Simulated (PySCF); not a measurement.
Al(H)2(F)(SH2), H₄AlFS, singlet, PBE0/def2-SVP optimised geometry.

```
7

Al    -0.35     0.04     0.00
H      1.24     0.04     0.00
H     -1.24     1.35     0.00
F     -1.08    -1.35     0.60
S     -0.71    -0.63    -2.47
H     -0.38    -1.92    -2.27
H     -2.03    -0.87    -2.33
```

Density from PBE0/def2-TZVP run with PySCF at that geometry.

Minimum of the electron density along straight lines between bonded atoms, close to the bond critical point (lines longer than 1.1 times the sum of covalent radii, or with two minima, are not listed):

```csv
bond,length / Å,ρ at the minimum / e bohr⁻³,∇²ρ there / e bohr⁻⁵,position (fraction from the first atom)
Al1–H2,1.589,0.082,0.20,0.50
Al1–H3,1.590,0.082,0.20,0.50
Al1–F4,1.685,0.102,0.82,0.43
S5–H6,1.353,0.215,-0.62,0.66
S5–H7,1.352,0.215,-0.62,0.66
```
